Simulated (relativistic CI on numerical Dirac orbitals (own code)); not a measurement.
Calculated levels, Mn8+

Calculated at this level of theory: Dirac-Coulomb-Breit CI, orbitals from a KLI potential per configuration, model QED (radiative potential, 1s self-energy scaled to tabulated hydrogen-like ionisation energies), unscaled Slater integrals (own radial code, finite nucleus).

CI space (outside the closed core [Ne]): 3s2.3p5, 3s.3p6, 3s2.3p4.3d, 3s.3p5.3d, 3p6.3d, 3s.3p4.3d2, 3s2.3p4.4s, 3s2.3p4.4p, 3s2.3p3.3d.4p, 3p6.4s, 3s2.3p4.4d, 3p6.4p, 3s.3p5.4s, 3s.3p4.3d.4s, 3s2.3p4.4f, 3s.3p5.4p, 3s2.3p4.5s, 3s2.3p4.5p, 3s.3p5.4d, 3s2.3p4.5d, 3s2.3p3.4s.4p, 3s2.3p4.5f, 3s2.3p4.5g, 3p5.3d.4p, 3s2.3p4.6s, 3s.3p5.4f, 3s2.3p4.6p, 3s2.3p4.6d, 3s.3p4.4s2, 3s2.3p3.3d2, 3s2.3p2.3d3, 3s.3p3.3d3, 3s2.3p2.3d2.4s, 3s2.3p2.3d2.4p, 3s2.3p2.3d2.4d, 3p5.3d2, 3p4.3d3, 3p4.3d2.4s, 3p4.3d2.4p, 3p4.3d2.4d, 3s2.3p3.3d.4s, 3s.3p3.3d2.4s, 3s2.3p2.3d.4s2, 3s2.3p2.3d.4s.4p, 3s2.3p2.3d.4s.4d, 3s2.3p3.4s2, 3s.3p3.3d.4s2, 3s2.3p2.4s2.4p, 3s2.3p2.4s2.4d, 3p5.3d.4s, 3p4.3d.4s2, 3p4.3d.4s.4p, 3p4.3d.4s.4d, 3s2.3p3.4p2, 3s2.3p2.3d.4p2, 3s.3p3.3d.4p2, 3s2.3p2.4s.4p2, 3s2.3p2.4p3, 3s2.3p2.4p2.4d. Double excitations out of closed p, d and f shells are left out; levels of such configurations are missing from the list, as are those of other unlisted configurations, and high levels can miss mixing partners. These lack a partner that the ground configuration has and come out too high: 3s2.3p4.4f, 3s.3p5.4p, 3s2.3p4.5s, 3s2.3p4.5p, 3s.3p5.4d.

The lowest level is 3s2.3p5 2P°_3/2, with 96 % of that term; Hund's rules for 3s2.3p5 give 2P° with J = 3/2, in agreement.

| No. | Configuration | Term | J | E (cm⁻¹) | % | Landé g | jj configuration (%) |
| --- | --- | --- | --- | --- | --- | --- | --- |
| 1 | 3s2.3p5 | 2P° | 3/2 | 0 | 96 | 1.333 | 3p3/2^3 (96) |
| 2 | 3s2.3p5 | 2P° | 1/2 | 12490 | 96 | 0.665 | 3p1/2 3p3/2^4 (96) |
| 3 | 3s.3p6 | 2S | 1/2 | 263946 | 71 | 2.001 | 3s (71) |
| 4 | 3s2.3p4.3d | 4D | 7/2 | 358892 | 96 | 1.425 | 3p3/2^2 3d5/2 (48) |
| 5 | 3s2.3p4.3d | 4D | 5/2 | 359110 | 94 | 1.368 | 3p3/2^2 3d3/2 (38) |
| 6 | 3s2.3p4.3d | 4D | 3/2 | 360138 | 94 | 1.197 | 3p3/2^2 3d3/2 (47) |
| 7 | 3s2.3p4.3d | 4D | 1/2 | 361261 | 95 | 0.017 | 3p1/2 3p3/2^3 3d3/2 (67) |
| 8 | 3s2.3p4.3d | 4F | 9/2 | 389492 | 94 | 1.325 | 3p3/2^2 3d5/2 (81) |
| 9 | 3s2.3p4.3d | 2P | 1/2 | 391646 | 94 | 0.675 | 3p3/2^2 3d5/2 (46) |
| 10 | 3s2.3p4.3d | 4F | 7/2 | 393666 | 93 | 1.231 | 3p1/2 3p3/2^3 3d5/2 (48) |
| 11 | 3s2.3p4.3d | 4F | 5/2 | 396638 | 96 | 1.031 | 3p1/2 3p3/2^3 3d3/2 (59) |
| 12 | 3s2.3p4.3d | 4F | 3/2 | 398052 | 89 | 0.460 | 3p3/2^2 3d3/2 (36) |
| 13 | 3s2.3p4.3d | 2P | 3/2 | 398561 | 83 | 1.304 | 3p1/2 3p3/2^3 3d3/2 (41) |
| 14 | 3s2.3p4.3d | 2D | 3/2 | 405360 | 86 | 0.868 | 3p3/2^2 3d5/2 (39) |
| 15 | 3s2.3p4.3d | 4P | 1/2 | 405688 | 95 | 2.639 | 3p3/2^2 3d3/2 (46) |
| 16 | 3s2.3p4.3d | 4P | 3/2 | 409302 | 82 | 1.636 | 3p1/2 3p3/2^3 3d5/2 (55) |
| 17 | 3s2.3p4.3d | 4P | 5/2 | 411327 | 58 | 1.436 | 3p1/2 3p3/2^3 3d5/2 (65) |
| 18 | 3s2.3p4.3d | 2D | 5/2 | 413085 | 57 | 1.351 | 3p1/2 3p3/2^3 3d5/2 (46) |
| 19 | 3s2.3p4.3d | 2F | 7/2 | 413269 | 61 | 1.061 | 3p3/2^2 3d3/2 (37) |
| 20 | 3s2.3p4.3d | 2G | 9/2 | 421086 | 94 | 1.119 | 3p1/2 3p3/2^3 3d5/2 (81) |
| 21 | 3s2.3p4.3d | 2G | 7/2 | 421792 | 62 | 0.980 | 3p1/2 3p3/2^3 3d3/2 (86) |
| 22 | 3s2.3p4.3d | 2F | 5/2 | 424232 | 94 | 0.867 | 3p1/2 3p3/2^3 3d3/2 (36) |
| 23 | 3s2.3p4.3d | 2F | 5/2 | 452928 | 95 | 0.864 | 3p1/2 3p3/2^3 3d3/2 (32) |
| 24 | 3s2.3p4.3d | 2F | 7/2 | 455950 | 96 | 1.142 | 3p1/2 3p3/2^3 3d5/2 (78) |
| 25 | 3s2.3p4.3d | 2D | 3/2 | 480194 | 94 | 0.801 | 3p3/2^2 3d3/2 (46) |
| 26 | 3s2.3p4.3d | 2D | 5/2 | 483239 | 92 | 1.197 | 3p3/2^2 3d5/2 (40) |
| 27 | 3s2.3p4.3d | 2S | 1/2 | 510976 | 69 | 1.995 | 3s (25) |
| 28 | 3s2.3p4.3d | 2P | 3/2 | 536810 | 91 | 1.303 | 3p3/2^2 3d5/2 (46) |
| 29 | 3s2.3p4.3d | 2P | 1/2 | 541352 | 96 | 0.673 | 3p1/2 3p3/2^3 3d5/2 (57) |
| 30 | 3s2.3p4.3d | 2D | 5/2 | 543718 | 95 | 1.199 | 3p3/2^2 3d5/2 (54) |
| 31 | 3s2.3p4.3d | 2D | 3/2 | 554296 | 90 | 0.827 | 3p1/2 3p3/2^3 3d5/2 (56) |
| 32 | 3s.3p5.3d | 4P° | 1/2 | 614598 | 82 | 2.666 | 3s 3p3/2^3 3d3/2 (71) |
| 33 | 3s.3p5.3d | 4P° | 3/2 | 616628 | 81 | 1.732 | 3s 3p3/2^3 3d3/2 (41) |
| 34 | 3s.3p5.3d | 4P° | 5/2 | 620279 | 81 | 1.599 | 3s 3p3/2^3 3d5/2 (39) |
| 35 | 3s.3p5.3d | 4F° | 9/2 | 645569 | 85 | 1.333 | 3s 3p3/2^3 3d5/2 (85) |
| 36 | 3s.3p5.3d | 4F° | 7/2 | 648039 | 83 | 1.240 | 3s 3p3/2^3 3d3/2 (42) |
| 37 | 3s.3p5.3d | 4F° | 5/2 | 650523 | 82 | 1.033 | 3s 3p3/2^3 3d3/2 (42) |
| 38 | 3s.3p5.3d | 4F° | 3/2 | 652697 | 83 | 0.408 | 3s 3p1/2 3p3/2^4 3d3/2 (57) |
| 39 | 3s.3p5.3d | 4D° | 7/2 | 675466 | 79 | 1.422 | 3s 3p3/2^3 3d5/2 (63) |
| 40 | 3s.3p5.3d | 4D° | 1/2 | 676726 | 79 | 0.005 | 3s 3p3/2^3 3d3/2 (37) |
| 41 | 3s.3p5.3d | 4D° | 5/2 | 676758 | 78 | 1.364 | 3s 3p3/2^3 3d3/2 (32) |
| 42 | 3s.3p5.3d | 4D° | 3/2 | 676993 | 79 | 1.192 | 3s 3p3/2^3 3d3/2 (32) |
| 43 | 3s.3p5.3d | 2F° | 7/2 | 687141 | 75 | 1.146 | 3s 3p3/2^3 3d3/2 (37) |
| 44 | 3s.3p5.3d | 2D° | 5/2 | 690394 | 48 | 1.070 | 3s 3p3/2^3 3d5/2 (44) |
| 45 | 3s.3p5.3d | 2D° | 3/2 | 694259 | 74 | 0.828 | 3s 3p3/2^3 3d5/2 (51) |
| 46 | 3s.3p5.3d | 2F° | 5/2 | 696942 | 48 | 0.989 | 3s 3p1/2 3p3/2^4 3d5/2 (40) |
| 47 | 3s.3p5.3d | 2P° | 1/2 | 708156 | 64 | 0.660 | 3s 3p3/2^3 3d3/2 (36) |
| 48 | 3s.3p5.3d | 2P° | 3/2 | 714061 | 59 | 1.304 | 3s 3p1/2 3p3/2^4 3d5/2 (37) |
| 49 | 3s2.3p3.3d2 | 6F° | 1/2 | 725452 | 97 | -0.666 | 3p1/2 3p3/2^2 3d3/2^2 (39) |
| 50 | 3s2.3p3.3d2 | 6F° | 3/2 | 725568 | 97 | 1.066 | 3p1/2 3p3/2^2 3d3/2^2 (30) |
| 51 | 3s2.3p3.3d2 | 6F° | 5/2 | 725785 | 97 | 1.313 | 3p1/2 3p3/2^2 3d3/2 3d5/2 (29) |
| 52 | 3s2.3p3.3d2 | 6F° | 7/2 | 726124 | 97 | 1.396 | 3p1/2 3p3/2^2 3d3/2 3d5/2 (38) |
| 53 | 3s2.3p3.3d2 | 6F° | 9/2 | 726601 | 97 | 1.433 | 3p1/2 3p3/2^2 3d3/2 3d5/2 (36) |
| 54 | 3s2.3p3.3d2 | 6F° | 11/2 | 727202 | 98 | 1.454 | 3p1/2 3p3/2^2 3d5/2^2 (42) |
| 55 | 3s.3p5.3d | 2F° | 5/2 | 735260 | 56 | 0.858 | 3s 3p3/2^3 3d3/2 (33) |
| 56 | 3s.3p5.3d | 2F° | 7/2 | 738191 | 57 | 1.144 | 3s 3p3/2^3 3d5/2 (29) |
| 57 | 3s2.3p3.3d2 | 6P° | 3/2 | 747380 | 97 | 2.396 | 3p1/2 3p3/2^2 3d3/2 3d5/2 (23) |
| 58 | 3s2.3p3.3d2 | 6P° | 5/2 | 747630 | 96 | 1.883 | 3p1/2 3p3/2^2 3d3/2 3d5/2 (47) |
| 59 | 3s2.3p3.3d2 | 6P° | 7/2 | 747859 | 96 | 1.710 | 3p1/2 3p3/2^2 3d3/2 3d5/2 (29) |
| 60 | 3s.3p5.3d | 2D° | 3/2 | 762580 | 54 | 0.801 | 3s 3p3/2^3 3d3/2 (31) |
| 61 | 3s.3p5.3d | 2D° | 5/2 | 763654 | 55 | 1.200 | 3s 3p3/2^3 3d5/2 (31) |
| 62 | 3s2.3p3.3d2 | 4P° | 1/2 | 769599 | 94 | 2.594 | 3p3/2 3d3/2 3d5/2 (37) |
| 63 | 3s2.3p3.3d2 | 4D° | 7/2 | 770000 | 93 | 1.426 | 3p1/2 3p3/2^2 3d5/2^2 (37) |
| 64 | 3s2.3p3.3d2 | 4D° | 5/2 | 770698 | 90 | 1.360 | 3p1/2 3p3/2^2 3d3/2 3d5/2 (36) |
| 65 | 3s2.3p3.3d2 | 4D° | 3/2 | 771073 | 74 | 1.264 | 3p1/2 3p3/2^2 3d3/2 3d5/2 (38) |
| 66 | 3s2.3p3.3d2 | 4D° | 1/2 | 772327 | 93 | 0.069 | 3p1/2 3p3/2^2 3d3/2^2 (27) |
| 67 | 3s2.3p3.3d2 | 4P° | 3/2 | 772432 | 78 | 1.597 | 3p1/2 3p3/2^2 3d5/2^2 (35) |
| 68 | 3s2.3p3.3d2 | 4P° | 5/2 | 774729 | 89 | 1.552 | 3p1/2 3p3/2^2 3d3/2 3d5/2 (26) |
| 69 | 3s2.3p3.3d2 | 4G° | 5/2 | 776257 | 66 | 0.753 | 3p1/2 3p3/2^2 3d3/2 3d5/2 (36) |
| 70 | 3s2.3p3.3d2 | 4F° | 3/2 | 776502 | 87 | 0.482 | 3p3/2 3d3/2 3d5/2 (23) |

Energies count from the lowest computed level; ° marks odd parity. Filled j subshells are mostly left out of the jj labels.

The mean weight of the leading LS term, summed over parents, in these 70 levels is 83 %, and that of the leading jj configuration (from the same eigenvectors) 46 %, so LS coupling describes them better.

At this charge configurations can still be misplaced by up to about 7 % of their energy.

LS names give the leading component of a level, which can be under half, so a name can repeat, a term be missing and a line seem to break the LS rules.
